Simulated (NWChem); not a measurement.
Species: MgNH₃; SMILES [NH2][MgH]

Give the equilibrium geometry at PBE0-D3(BJ)/def2-TZVP (NWChem) as an XYZ file, with the point group.

point group C2v; any orientation.
```
5

Mg     0.2872    -0.6968    -0.0386
H      0.4645    -2.3848    -0.0914
N      0.0907     1.1802     0.0201
H     -0.7766     1.6956    -0.0155
H      0.8322     1.8607     0.0968
```
